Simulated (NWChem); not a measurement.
The numbers come from NWChem runs, not from measurements. System: F2Ge, charge 0, spin multiplicity 1, displaced from the optimised geometry. The structure started from a generated list of species. Level: BP86/def2-SVP.

NWChem printed:

```
             Northwest Computational Chemistry Package (NWChem) 7.3.0
             --------------------------------------------------------

                                NWChem Input Module
                                -------------------

 Scaling coordinates for geometry "geometry" by  1.889725989
 (inverse scale =  0.529177249)

 Turning off AUTOSYM since
 SYMMETRY directive was detected!

                             Geometry "geometry" -> ""
                             -------------------------

 Output coordinates in angstroms (scale by  1.889725989 to convert to a.u.)

  No.       Tag          Charge          X              Y              Z
 ---- ---------------- ---------- -------------- -------------- --------------
    1 Ge                  32.0000     0.00000000     0.00000000    -0.42491100
    2 F                    9.0000     1.34666500     0.00000000     0.75539700
    3 F                    9.0000    -1.34666500     0.00000000     0.75539700

 Effective nuclear repulsion energy (a.u.)     186.1300829399

            Nuclear Dipole moment (a.u.)
            ----------------------------
        X                 Y               Z
 ---------------- ---------------- ----------------
     0.0000000000     0.0000000000    -0.0000113384

      Symmetry information
      --------------------

 Group name             C2v
 Group number             16
 Group order               4
 No. of unique centers     2

      Symmetry unique atoms

     1    2


 Summary of "ao basis" -> "" (spherical)
 ------------------------------------------------------------------------------
       Tag                 Description            Shells   Functions and Types
 ---------------- ------------------------------  ------  ---------------------
 *                          def2-svp                  on all atoms

  perdew86 is a nonlocal functional; adding perdew81 local functional.

                                 NWChem DFT Module
                                 -----------------

 Summary of "ao basis" -> "ao basis" (spherical)
 ------------------------------------------------------------------------------
       Tag                 Description            Shells   Functions and Types
 ---------------- ------------------------------  ------  ---------------------
 Ge                         def2-svp                12       32   5s4p3d
 F                          def2-svp                 6       14   3s2p1d

 Summary of "ao basis" -> "ao basis" (spherical)
 ------------------------------------------------------------------------------
       Tag                 Description            Shells   Functions and Types
 ---------------- ------------------------------  ------  ---------------------
 Ge                         def2-svp                12       32   5s4p3d
 F                          def2-svp                 6       14   3s2p1d

      Symmetry analysis of basis
      --------------------------

        a1         25
        a2          7
        b1         17
        b2         11

            General Information
            -------------------
          SCF calculation type: DFT
          Wavefunction type:  closed shell.
          No. of atoms     :     3
          No. of electrons :    50
           Alpha electrons :    25
            Beta electrons :    25
          Charge           :     0
          Spin multiplicity:     1
          Use of symmetry is: on ; symmetry adaption is: on
          Maximum number of iterations: 100
          AO basis - number of functions:    60
                     number of shells:    24
          Convergence on energy requested:  1.00D-06
          Convergence on density requested:  1.00D-05
          Convergence on gradient requested:  5.00D-04

              XC Information
              --------------
                    Becke 1988 Exchange Functional  1.000
                Perdew 1981 Correlation Functional  1.000 local
                Perdew 1986 Correlation Functional  1.000 non-local

             Grid Information
             ----------------
          Grid used for XC integration:  medium
          Radial quadrature: Mura-Knowles
          Angular quadrature: Lebedev.
          Tag              B.-S. Rad. Rad. Pts. Rad. Cut. Ang. Pts.
[...]
    36      0.404542  2 F  px                50      0.404542  3 F  px
    39     -0.282073  2 F  px                53     -0.282073  3 F  px
    38     -0.253386  2 F  pz                52      0.253386  3 F  pz
    41      0.172575  2 F  pz                55     -0.172575  3 F  pz
    15     -0.101757  1 Ge px                21      0.043097  1 Ge d  1

 Vector   25  Occ=2.000000D+00  E=-2.814182D-01  Symmetry=a1
              MO Center=  6.6D-15,  5.3D-16, -1.9D-01, r^2= 2.7D+00
   Bfn.  Coefficient  Atom+Function         Bfn.  Coefficient  Atom+Function
  ----- ------------  ---------------      ----- ------------  ---------------
     4      0.490985  1 Ge s                 38     -0.335533  2 F  pz
    52     -0.335533  3 F  pz                 5      0.321147  1 Ge s
     3     -0.301859  1 Ge s                 14     -0.255346  1 Ge pz
    41      0.242120  2 F  pz                55      0.242120  3 F  pz
    11      0.142023  1 Ge pz                17     -0.116335  1 Ge pz

 Vector   26  Occ=0.000000D+00  E=-1.263427D-01  Symmetry=b2
              MO Center= -1.9D-15, -9.9D-13, -3.8D-01, r^2= 2.6D+00
   Bfn.  Coefficient  Atom+Function         Bfn.  Coefficient  Atom+Function
  ----- ------------  ---------------      ----- ------------  ---------------
    16      0.581364  1 Ge py                13      0.533596  1 Ge py
    10     -0.272827  1 Ge py                37      0.211124  2 F  py
    51      0.211124  3 F  py                40     -0.171288  2 F  py
    54     -0.171288  3 F  py                 7      0.087960  1 Ge py
    29     -0.053498  1 Ge d -1

 Vector   27  Occ=0.000000D+00  E=-2.794595D-02  Symmetry=b1
              MO Center=  3.0D-15, -1.7D-15, -6.1D-01, r^2= 3.0D+00
   Bfn.  Coefficient  Atom+Function         Bfn.  Coefficient  Atom+Function
  ----- ------------  ---------------      ----- ------------  ---------------
    15      0.816722  1 Ge px                12      0.416615  1 Ge px
    35     -0.243353  2 F  s                 49      0.243353  3 F  s
     9     -0.223917  1 Ge px                38     -0.201205  2 F  pz
    52      0.201205  3 F  pz                41      0.170420  2 F  pz
    55     -0.170420  3 F  pz                31      0.138428  1 Ge d  1

 Vector   28  Occ=0.000000D+00  E= 1.850786D-05  Symmetry=a1
              MO Center=  1.7D-14,  4.0D-15, -2.3D-01, r^2= 3.1D+00
   Bfn.  Coefficient  Atom+Function         Bfn.  Coefficient  Atom+Function
  ----- ------------  ---------------      ----- ------------  ---------------
    17      0.814061  1 Ge pz                 4      0.453228  1 Ge s
    14      0.370804  1 Ge pz                35     -0.284843  2 F  s
    49     -0.284843  3 F  s                 36     -0.229844  2 F  px
    50      0.229844  3 F  px                 3     -0.214933  1 Ge s
    39      0.211550  2 F  px                53     -0.211550  3 F  px

 center of mass
 --------------
 x =   0.00000000 y =   0.00000000 z =  -0.04571663

 moments of inertia (a.u.)
 ------------------
         124.854977272846           0.000000000000           0.000000000000
           0.000000000000         370.927907162603           0.000000000000
           0.000000000000           0.000000000000         246.072929889757

     Multipole analysis of the density
     ---------------------------------

     L   x y z        total         alpha         beta         nuclear
     -   - - -        -----         -----         ----         -------
     0   0 0 0     -0.000000    -25.000000    -25.000000     50.000000

     1   1 0 0     -0.000000     -0.000000     -0.000000      0.000000
     1   0 1 0     -0.000000     -0.000000     -0.000000      0.000000
     1   0 0 1     -0.909931     -0.454960     -0.454960     -0.000011

     2   2 0 0    -22.116102    -69.343390    -69.343390    116.570678
     2   1 1 0      0.000000      0.000000      0.000000      0.000000
     2   1 0 1     -0.000000     -0.000000     -0.000000      0.000000
     2   0 2 0    -17.389482     -8.694741     -8.694741      0.000000
     2   0 1 1     -0.000000     -0.000000     -0.000000      0.000000
     2   0 0 2    -20.220562    -38.765970    -38.765970     57.311378

            General Information
            -------------------
          SCF calculation type: DFT
          Wavefunction type:  closed shell.
          No. of atoms     :     3
          No. of electrons :    50
           Alpha electrons :    25
            Beta electrons :    25
          Charge           :     0
          Spin multiplicity:     1
          Use of symmetry is: on ; symmetry adaption is: on
          Maximum number of iterations: 100
          AO basis - number of functions:    60
                     number of shells:    24
          Convergence on energy requested:  1.00D-06
          Convergence on density requested:  1.00D-05
          Convergence on gradient requested:  5.00D-04

              XC Information
              --------------
                    Becke 1988 Exchange Functional  1.000
                Perdew 1981 Correlation Functional  1.000 local
                Perdew 1986 Correlation Functional  1.000 non-local

             Grid Information
             ----------------
          Grid used for XC integration:  medium
          Radial quadrature: Mura-Knowles
          Angular quadrature: Lebedev.
          Tag              B.-S. Rad. Rad. Pts. Rad. Cut. Ang. Pts.
          ---              ---------- --------- --------- ---------
          Ge                  1.25      112           6.0       590
          F                   0.50       49           7.0       434
          Grid pruning is: on
          Number of quadrature shells:   161
          Spatial weights used:  Erf1

          Convergence Information
          -----------------------
          Convergence aids based upon iterative change in
          total energy or number of iterations.
          Levelshifting, if invoked, occurs when the
          HOMO/LUMO gap drops below (HL_TOL):  1.00D-02
          DIIS, if invoked, will attempt to extrapolate
          using up to (NFOCK): 10 stored Fock matrices.

                    Damping( 0%)  Levelshifting(0.5)       DIIS
                  --------------- ------------------- ---------------
          dE  on:    start            ASAP                start
          dE off:    2 iters        100 iters           100 iters

      Screening Tolerance Information
      -------------------------------
          Density screening/tol_rho:  1.00D-10
          AO Gaussian exp screening on grid/accAOfunc:  14
          CD Gaussian exp screening on grid/accCDfunc:  20
          XC Gaussian exp screening on grid/accXCfunc:  20
          Schwarz screening/accCoul:  1.00D-08

                            NWChem DFT Gradient Module
                            --------------------------

  charge          =   0.00
  wavefunction    = closed shell

  Using symmetry

                         DFT ENERGY GRADIENTS

    atom               coordinates                        gradient
                 x          y          z           x          y          z
   1 Ge      0.000000   0.000000  -0.802965    0.000000   0.000000  -0.013795
   2 F       2.544828   0.000000   1.427493    0.006983   0.000000   0.006897
   3 F      -2.544828   0.000000   1.427493   -0.006983   0.000000   0.006897

                 ----------------------------------------
                 |  Time  |  1-e(secs)   |  2-e(secs)   |
                 ----------------------------------------
                 |  CPU   |       0.00   |       0.65   |
                 ----------------------------------------
                 |  WALL  |       0.00   |       0.65   |
                 ----------------------------------------

 Task  times  cpu:        1.3s     wall:        1.3s

 Total times  cpu:        1.4s     wall:        1.4s
```

Write an NWChem input that would produce this output.

This is not unique; one that fits is 
```
start mol
memory heap 200 mb stack 900 mb global 1100 mb
geometry units angstroms nocenter noautoz
  Ge     0.000000     0.000000    -0.424911
  F      1.346665     0.000000     0.755397
  F     -1.346665     0.000000     0.755397
  symmetry group C2v
end
basis spherical
  * library def2-svp
end
dft
  xc becke88 perdew86
  semidirect memsize 60000000 filesize 0
  iterations 100
  grid medium
end
task dft gradient
```
